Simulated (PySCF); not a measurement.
**A small calculation by hand: chemical shift, span and skew from a shielding tensor**

CH3Cl3Si, SMILES C[Si](Cl)(Cl)Cl. Atoms are numbered in the order given.

```xyz
8

C      0.0000     0.0000     2.1096
Si     0.0000     0.0000     0.2562
Cl     1.6747     0.9669    -0.4648
Cl     0.0000    -1.9337    -0.4648
Cl    -1.6747     0.9669    -0.4648
H      0.0000     1.0341     2.4866
H     -0.8956    -0.5171     2.4866
H      0.8956    -0.5171     2.4866
```
Charge 0, spin multiplicity 1.

Geometry optimised at B3LYP-D3(BJ)/def2-SVP. The isomer is the one that the SMILES or the coordinates give; other isomers of the formula were not compared.

GIAO shieldings from KT2/pcSseg-1 run with PySCF, non-relativistic, no solvent. The symmetric part of the tensor of Si2 has the principal values 307.2, 307.2, 335.9 ppm. The same nucleus in TMS has σ = 361.9 ppm at this level (PySCF, at its B3LYP-D3(BJ)/def2-TZVP geometry). Without spin–orbit terms, shifts of atoms bonded to Cl or Br come out too high.

Task: Work out the isotropic shielding, the ²⁹Si shift against TMS, the span and the skew.

Result: 
σ(iso) = (σ11 + σ22 + σ33)/3 = 316.8 ppm. δ = σ(ref) − σ(iso) = 361.9 − (316.8) = 45.1 ppm.
Span Ω = σ33 − σ11 = 28.7 ppm. Skew κ = 3(σ(iso) − σ22)/Ω = 1.00, an axial tensor. Tumbling in solution averages the tensor to δ; in a static solid the shielding alone would spread this spin-1/2 line over Ω.
